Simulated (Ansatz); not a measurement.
(CdF2)n off (charge +1): PBE-D4/def2-SVP single points in Ansatz on relaxed structures, gas phase. Each cluster is the lowest isomer that a short search found in that spin, judged at the geometry's level, and lower ones may exist. Core potentials for Cd, no spin–orbit coupling. HOMO and LUMO are taken over both spins. The structures are stationary points that may keep the symmetry of their start.

```tsv
species	atoms	state	geometry	HOMO (eV)	LUMO (eV)	gap (eV)	point group (within 0.1 Å)
CdF2⁺	3	doublet	PBE-D4/def2-TZVP	-15.87	-15.69	0.18	D∞h
Cd2F2⁺	4	doublet	r2SCAN-D4/def2-TZVP	-11.32	-10.49	0.83	C∞v
Cd3F4⁺	7	doublet	r2SCAN-D4/def2-SVP	-9.76	-9.31	0.45	C2v
```

The gap (eV) runs from 0.18 (CdF2⁺) to 0.83 (Cd2F2⁺).
